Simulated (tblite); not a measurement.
Species: C5H16FNSi2.
Atom-mapped SMILES: `[CH3:1][CH2:2][NH:3][C:4]([CH3:5])([CH3:6])[SiH2:7][SiH2:8][F:9]` (hydrogens: H10, H11, H12 on C1; H13, H14 on C2; H15 on N3; H16, H17, H18 on C5; H19, H20, H21 on C6; H22, H23 on Si7; H24, H25 on Si8)

Cartesian coordinates in Å at the GFN2-xTB level; atoms count from 1:
```
atom  x, y, z in Å
C1     2.0249   -1.4318   -0.2523
C2     2.0049   -0.0381    0.3861
N3     0.7511    0.3900    0.9604
C4    -0.3147    0.9744    0.1456
C5     0.2275    2.2037   -0.5816
C6    -1.3703    1.4394    1.1573
Si7   -1.1815   -0.2154   -1.1178
Si8   -1.5892   -2.2570   -0.1336
F9    -3.1056   -2.6656   -0.5101
H10    3.0468   -1.7008   -0.5097
H11    1.4246   -1.4637   -1.1578
H12    1.6398   -2.1734    0.4457
H13    2.3259    0.7037   -0.3453
H14    2.7353   -0.0278    1.2047
H15    0.3759   -0.3361    1.5606
H16    0.7777    2.8372    0.1124
H17    0.8873    1.9272   -1.4002
H18   -0.5960    2.7766   -0.9997
H19   -0.9126    2.1061    1.8864
H20   -2.1771    1.9704    0.6589
H21   -1.7970    0.5932    1.6944
H22   -2.4026    0.4646   -1.5816
H23   -0.3451   -0.3302   -2.3272
H24   -1.6086   -2.3129    1.3302
H25   -0.8325   -3.4093   -0.6168
```

Level: GFN2-xTB in tblite, geometry and Hessian alike; calculated harmonic values, unscaled, isolated species. Errors from tens to a few hundred cm⁻¹ against measured bands are possible. Modes of hydrogen on silicon can be 10 to 20 % off. One conformer, not necessarily the lowest.

Harmonic wavenumbers (cm⁻¹): 27.7, 33.3, 68.0, 91.8, 127.3, 154.2, 199.6, 221.3, 228.0, 240.0, 260.2, 310.9, 324.9, 372.2, 403.6, 409.8, 449.9, 479.3, 495.7, 573.8, 583.5, 613.1, 669.4, 718.2, 740.6, 798.4, 803.7, 807.6, 838.4, 879.6, 939.5, 958.0, 986.5, 1006.3, 1060.6, 1100.2, 1142.7, 1179.3, 1196.2, 1214.5, 1269.8, 1339.0, 1400.3, 1404.0, 1410.4, 1423.5, 1476.2, 1493.3, 1493.4, 1497.5, 1499.0, 1506.9, 1517.6, 2152.0, 2182.5, 2224.3, 2272.9, 2913.5, 3003.0, 3004.0, 3014.0, 3019.6, 3022.8, 3028.3, 3033.4, 3036.0, 3042.1, 3043.1, 3375.4.

A = 1449, B = 742.8, C = 594.6 MHz; mass 165.081 u (most abundant isotopes); point group C1, symmetry number 1.

**Question.** Zero-point energy?

**Answer.** Half the sum of the wavenumbers: 43903 cm⁻¹ = 525.19 kJ/mol.

**Question.** What is S at 500 K and 1 bar for an ideal gas of classical rigid rotors and harmonic oscillators?

**Answer.** Translation 183.29, rotation 134.47, vibration 316.60: S = 634.4 J/(mol K).

**Question.** And Cp and H(500 K) − H(0)?

**Answer.** Cp = 319.94 J/(mol K), of which vibrations give 286.68 (their classical limit is 69 R = 573.7); H(500 K) − H(0) = 94.71 kJ/mol without the zero-point energy, 78.09 from vibrations.

**Question.** Which modes carry the vibrational entropy at 500 K?

**Answer.** 27.7 cm⁻¹: 29.35; 33.3 cm⁻¹: 27.82; 68.0 cm⁻¹: 21.89; 91.8 cm⁻¹: 19.41; 127.3 cm⁻¹: 16.71; 154.2 cm⁻¹: 15.14 J/(mol K); the other 63 give 186.29 together.

**Question.** How do the functions run with temperature in this model?

**Answer.** 
| T (K) | S (J/(mol K)) | Cp (J/(mol K)) | H − H(0) (kJ/mol) | G − H(0) (kJ/mol) | ln q(vib) |
| --- | --- | --- | --- | --- | --- |
| 50 | 268.9 | 67.6 | 2.48 | -10.96 | 1.36 |
| 100 | 326.5 | 102.7 | 6.74 | -25.91 | 3.38 |
| 298.15 | 494.9 | 222.9 | 39.41 | -108.13 | 11.47 |
| 373.15 | 549.2 | 262.5 | 57.64 | -147.31 | 14.43 |
| 750 | 780.7 | 401.9 | 185.67 | -399.89 | 28.29 |
| 1000 | 904.4 | 456.8 | 293.45 | -610.95 | 36.49 |

q(vib) and H(0) count from the zero-point level.

**Question.** What must be added to the electronic energy to get the Gibbs energy at 500 K and 1 bar?

**Answer.** ZPE + [H(500 K) − H(0)] − T·S = 525.19 + 94.71 − 317.18 = 302.72 kJ/mol.

**Question.** Blend soft modes into free rotors: weight 1/[1 + (100 cm⁻¹/ν̃)⁴] for the oscillator and the rest for a rotor with moment μB/(μ + B), μ = h/(8π²ν), B = 10⁻⁴⁴ kg m². What vibrational entropy results?

**Answer.** 288.03 J/(mol K) in place of 316.60, which changes −T·S at 500 K by +14.28 kJ/mol.

Hindered rotation and anharmonicity are outside this model. Other conformers, if any are populated, would add a mixing term that is left out. The structure is chiral; the term R ln 2 for an equal mix with its mirror image is left out.
